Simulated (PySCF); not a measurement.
A run for PySCF: R-BP86/6-31G* on GeH6OSi (SMILES [SiH3][O][GeH3]).

```python
from pyscf import gto, scf, dft, mp
from pyscf.data.elements import chemcore

mol = gto.M(
    atom='''
    Si    1.54003625   -0.17000435    0.20612023
    O     0.10233796   -0.43156003   -0.53032674
    Ge   -1.57836113    0.11780093   -0.28423340
    H     1.90230379    1.26989369    0.16958680
    H     1.49419459   -0.59537339    1.62842922
    H     2.57299793   -0.95322070   -0.50646589
    H    -1.61007726    1.64996605   -0.42395758
    H    -2.39693243   -0.57150486   -1.38172198
    H    -2.02649971   -0.31599733    1.12256936
    ''',
    basis='6-31g*',
    cart=True,
    charge=0, spin=0, verbose=3, max_memory=1800)
mf = dft.RKS(mol, xc='b88,p86')
mf.conv_tol = 1e-8
mf.max_cycle = 100
mf.kernel()
if not mf.converged:
    mf = mf.newton().run(mf.mo_coeff, mf.mo_occ)
```

**Question.** What total energy does the run end on?

**Answer.** -2445.3492 hartree.
